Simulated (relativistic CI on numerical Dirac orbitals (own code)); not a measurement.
## Radial parameters of Pr55+

Method of calculation: Dirac-Coulomb-Breit CI, separate exchange-only KLI orbitals for each configuration, QED by a radiative potential, unscaled Slater integrals (own radial code, finite nucleus).

Slater integrals F^k, G^k are unscaled and averaged over j, outside the closed core 1s2; ζ comes from projecting the Hamiltonian with its Breit term on Σ l·s of the shell.

- 2s2p: G^1(2s,2p) = 1.1837e+06, ζ(2p) = 2.9035e+06 cm⁻¹; <r>(2s) = 0.09726, <r^2>(2s) = 0.01116, <r>(2p) = 0.08443, <r^2>(2p) = 0.008637 (bohr units).
- 2p²: F^2(2p,2p) = 1.1224e+06, ζ(2p) = 2.8934e+06 cm⁻¹; <r>(2p) = 0.08452, <r^2>(2p) = 0.008656 (bohr units).
- 2p3s: ζ(2p) = 2.9354e+06, G^1(2p,3s) = 122200 cm⁻¹; <r>(2p) = 0.08417, <r^2>(2p) = 0.008587, <r>(3s) = 0.225, <r^2>(3s) = 0.05776 (bohr units).

Averages of the first 10 configurations, taken without configuration mixing, which lowers the lowest level and can move excited configurations by several eV; other configurations of the list can lie among them:

| Configuration | Parity | States | Average energy above the lowest level (eV) |
| --- | --- | --- | --- |
| 2s² | even | 1 | 10.2 |
| 2s2p | odd | 12 | 502.0 |
| 2p² | even | 15 | 1042.6 |
| 2p3s | odd | 12 | 7096.5 |
| 2p3p | even | 36 | 7249.5 |
| 2s3s | even | 4 | 6587.5 |
| 2s3p | odd | 12 | 6744.7 |
| 2s3d | even | 20 | 6854.4 |
| 2s4s | even | 4 | 8842.9 |
| 2s4p | odd | 12 | 8907.9 |
